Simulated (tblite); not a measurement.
Compound: C₃H₉FSSi₂.
Atom-mapped SMILES: `[F:1][C@@:2]1([SiH3:3])[CH2:4][SiH2:5][CH2:6][S:7]1` (hydrogens: H8, H9, H10 on Si3; H11, H12 on C4; H13, H14 on Si5; H15, H16 on C6)

Geometry (GFN2-xTB, Å), atoms numbered from 1 in this order:
```xyz
16
C3H9FSSi2 angstrom
F      0.6992   -0.4954    1.5591
C      0.7458   -0.0773    0.2231
Si     2.5655   -0.2533   -0.3792
C     -0.2826   -0.8910   -0.5432
Si    -1.9979   -0.3254    0.0713
C     -1.5193    1.4587    0.5603
S      0.2563    1.6785    0.1770
H      3.4017    0.5976    0.4568
H      2.5803    0.1474   -1.7838
H      2.8945   -1.6687   -0.2157
H     -0.1576   -0.6888   -1.6068
H     -0.0875   -1.9510   -0.3829
H     -2.4278   -1.0775    1.2482
H     -2.9767   -0.3290   -1.0148
H     -1.6532    1.6606    1.6215
H     -2.0484    2.2236   -0.0023
```

All values are computed: GFN2-xTB (tblite) harmonic vibrations without scaling, gas phase. The method is semi-empirical: single wavenumbers can be off by several per cent or more. Modes of hydrogen on silicon can be 10 to 20 % off. One conformer, not necessarily the lowest.

Harmonic wavenumbers (cm⁻¹): 56.2, 79.3, 94.1, 143.1, 192.0, 310.1, 313.6, 343.1, 378.5, 461.2, 515.8, 528.3, 552.3, 601.9, 634.4, 697.0, 724.2, 744.6, 747.4, 749.5, 756.3, 764.9, 766.8, 777.9, 829.3, 944.2, 1034.9, 1068.7, 1126.8, 1147.4, 1225.2, 1440.8, 1451.6, 2286.0, 2286.3, 2295.8, 2300.9, 2335.3, 2985.3, 2987.9, 2995.1, 3011.1.

A = 2474, B = 1109, C = 945.8 MHz; mass 151.995 u (most abundant isotopes); point group C1, symmetry number 1.

**Question.** What is the zero-point energy?

**Answer.** Half the sum of the wavenumbers: 22843 cm⁻¹ = 273.26 kJ/mol.

**Question.** What is S at 350 K and 1 bar for an ideal gas of classical rigid rotors and harmonic oscillators?

**Answer.** Translation 174.84, rotation 124.20, vibration 141.51: S = 440.6 J/(mol K).

**Question.** And Cp and H(350 K) − H(0)?

**Answer.** Cp = 188.56 J/(mol K), of which vibrations give 155.30 (their classical limit is 42 R = 349.2); H(350 K) − H(0) = 38.46 kJ/mol without the zero-point energy, 26.82 from vibrations.

**Question.** How do the functions run with temperature in this model?

**Answer.** 
| T (K) | S (J/(mol K)) | Cp (J/(mol K)) | H − H(0) (kJ/mol) | G − H(0) (kJ/mol) | ln q(vib) |
| --- | --- | --- | --- | --- | --- |
| 150 | 323.5 | 96.4 | 9.51 | -39.01 | 2.70 |
| 250 | 384.4 | 146.0 | 21.64 | -74.45 | 5.20 |
| 298.15 | 412.0 | 167.9 | 29.21 | -93.62 | 6.44 |
| 400 | 466.9 | 205.7 | 48.33 | -138.42 | 9.12 |
| 600 | 560.5 | 255.1 | 94.83 | -241.46 | 14.28 |
| 900 | 673.0 | 298.8 | 178.51 | -427.17 | 21.34 |

q(vib) and H(0) count from the zero-point level.

**Question.** What must be added to the electronic energy to get the Gibbs energy at 350 K and 1 bar?

**Answer.** ZPE + [H(350 K) − H(0)] − T·S = 273.26 + 38.46 − 154.19 = 157.53 kJ/mol.

**Question.** Blend soft modes into free rotors: weight 1/[1 + (100 cm⁻¹/ν̃)⁴] for the oscillator and the rest for a rotor with moment μB/(μ + B), μ = h/(8π²ν), B = 10⁻⁴⁴ kg m². What vibrational entropy results?

**Answer.** 131.36 J/(mol K) in place of 141.51, which changes −T·S at 350 K by +3.56 kJ/mol.

Hindered rotation and anharmonicity are outside this model. Other conformers, if any are populated, would add a mixing term that is left out. The structure is chiral; the term R ln 2 for an equal mix with its mirror image is left out.
